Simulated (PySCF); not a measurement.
## C₆ coefficients of unlike pairs at M06-L

Calculated with PySCF 2.14 from the dipole response of each species, C₆(A,B) = (3/π) ∫ α_A(iu) α_B(iu) du, in atomic units, from isotropic polarisabilities. For ions this is the dispersion term alone; charge-induced terms of lower order in 1/R come first.

```tsv
species	configuration	basis	relativity	α (bohr³)	C₆ (like pair)
Os³⁺	[Xe] 4f14 5d5 (6S)	aug-cc-pVQZ-PP with ECP60MDF (7s7p6d4f3g2h)	core potential	6.770	36.87
Mo⁺	[Kr] 4d5 (6S)	aug-cc-pVTZ-PP with one added diffuse shell each of s, p, d, f, g type with ECP28MDF (7s7p6d4f3g)	core potential	22.02	144.9
Sr	[Kr] 5s2 (1S)	aug-cc-pVQZ-X2C (9s8p6d3f2g)	spin-free X2C	164.0	2532
Mg	[Ne] 3s2 (1S)	aug-cc-pVQZ (7s6p4d3f2g)	none	76.59	713.1
```

Estimate C₆ for Mg with Mo⁺.

The integral gives 283.3. The combination rule 2 C_A C_B / (C_A α_B/α_A + C_B α_A/α_B) gives 291.5 and the geometric mean 321.5.

No spin-orbit coupling is included.

The other pairs:

```
     pair     C₆
  Sr, Mo⁺  519.4
 Mg, Os³⁺  110.0
 Sr, Os³⁺  201.0
   Mg, Sr   1334
Mo⁺, Os³⁺  68.59
```
